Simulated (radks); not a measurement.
Coulomb parameter of the 3d shell of the vanadium ion V2+ in the model configuration [Ar] 3d1 4p2, as a second difference U = [E(n + 0.5) + E(n - 0.5) - 2 E(n)] / (0.5)^2 with all orbitals relaxed. "Bare": the charge of the atom changes with n. "Screened": the 4p shell takes up the change at fixed total charge, which measures U(3d,3d) + U(4p,4p) - 2 U(3d,4p). Method: Dirac Kohn-Sham, LDA (Slater exchange, Perdew-Wang correlation), spin-unpolarised, spherical densities, finite nucleus; open shells are shared between the two j in proportion to 2j + 1; Fermi nuclear charge, rms radius 3.6002 fm; computed with a radial shooting solver on a logarithmic mesh with Libxc functionals.

| case | configuration | E - E(n) (eV) |
|---|---|---|
| start | [Ar] 3d1 4p2 | 0.000 |
| bare +0.5 | [Ar] 3d1.5 4p2 | -15.576 |
| bare -0.5 | [Ar] 3d0.5 4p2 | 19.729 |
| screened +0.5 | [Ar] 3d1.5 4p1.5 | -8.153 |
| screened -0.5 | [Ar] 3d0.5 4p2.5 | 9.526 |

U(bare) = 16.609 eV, U(screened by 4p) = 5.492 eV.
